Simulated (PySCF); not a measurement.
15N chemical shifts

Calculated, not measured (PySCF 2.14.0 with density-fitted response routines): shielding tensors at PBE0/pcSseg-1 (GIAO), geometry: GFN2-xTB. No relativistic terms, averaged over atoms made equivalent by symmetry, fast rotation or ring inversion, no solvent model, one conformer.

Shieldings were converted by a linear fit to measured shifts: 15N: δ = -148.07 − 0.921σ (rms 6.3 ppm, 71 shifts vs CH3NO2, solution or neat liquid). A few per cent of atoms miss by over 2 rms, more outside the fitted compound classes.

Task: Give the 15N shifts of `CN(C)c1ccpc(F)c1`, `C#Cc1nnc(C(C)(C)C)s1`, `COC(=O)c1cnoc1`, `COC(=O)c1ccon1`.

Result: 
| compound | environment | δ (ppm) |
| --- | --- | --- |
| CN(C)c1ccpc(F)c1 | aniline-type nitrogen | -324.6 |
| [CH:1]#[C:2][c:3]1[n:4][n:5][c:6]([C:7]([CH3:8])([CH3:9])[CH3:10])[s:11]1 | N4: pyridine-type nitrogen of an azole | -6.5 |
| [CH:1]#[C:2][c:3]1[n:4][n:5][c:6]([C:7]([CH3:8])([CH3:9])[CH3:10])[s:11]1 | N5: pyridine-type nitrogen of an azole | -36.8 |
| COC(=O)c1cnoc1 | pyridine-type nitrogen of an azole | -5.1 |
| COC(=O)c1ccon1 | pyridine-type nitrogen of an azole | 10.8 |
